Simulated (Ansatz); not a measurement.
C₄H₉LiO (SMILES [Li][O]C(C)(C)C), singlet, at a GFN2-xTB geometry (such geometries of metal compounds can be far from the true shape). Base run: HF/STO-3G (Ansatz, a first-principles code).

Geometry (Å):
```xyz
15

Li     0.9528     1.8391     1.9010
O      0.4326     0.8349     0.8630
C     -0.0350    -0.0676    -0.0699
C      1.0100    -1.1735    -0.3009
C     -1.3414    -0.7100     0.4293
C     -0.3079     0.6495    -1.4039
H      0.6589    -1.8950    -1.0339
H      1.2082    -1.6840     0.6391
H      1.9367    -0.7257    -0.6531
H     -1.1555    -1.2180     1.3731
H     -1.7255    -1.4250    -0.2935
H     -2.0844     0.0670     0.5955
H      0.6119     1.1069    -1.7619
H     -1.0455     1.4336    -1.2473
H     -0.6775    -0.0464    -2.1525
```
All else is at Ansatz's defaults.

The base run was repeated with changes; each row names its change, and settings that it needs were set with it.

```
change               basis functions      E (Eh)
-------------------  ---------------  ----------
base                              39  -236.10313
basis = pcseg-0                  ___         ___
basis = 3-21G                     72  -237.74153
basis = 6-31G                     72  -238.96557
basis = cc-pVDZ                  129  -239.07015
basis = 6-31+G*                  132  -239.05618
basis = 6-31G**                  135  -239.06254
basis = 6-311G**                 ___         ___
basis = def2-SVPD                ___         ___
basis = aug-pcseg-1              209  -239.00205
basis = aug-cc-pVDZ              219  -239.08172
basis = pcseg-2                  ___         ___
basis = cc-pVTZ                  306  -239.13867
```

What belongs in the gaps?


- basis = pcseg-0, basis functions: 69
- basis = pcseg-0, E (Eh): -238.38168
- basis = 6-311G**, basis functions: 162
- basis = 6-311G**, E (Eh): -239.11460
- basis = def2-SVPD, basis functions: 187
- basis = def2-SVPD, E (Eh): -238.89182
- basis = pcseg-2, basis functions: 291
- basis = pcseg-2, E (Eh): -239.13203

Totals compare only among sets that treat the same electrons; sets with core potentials leave the core out.
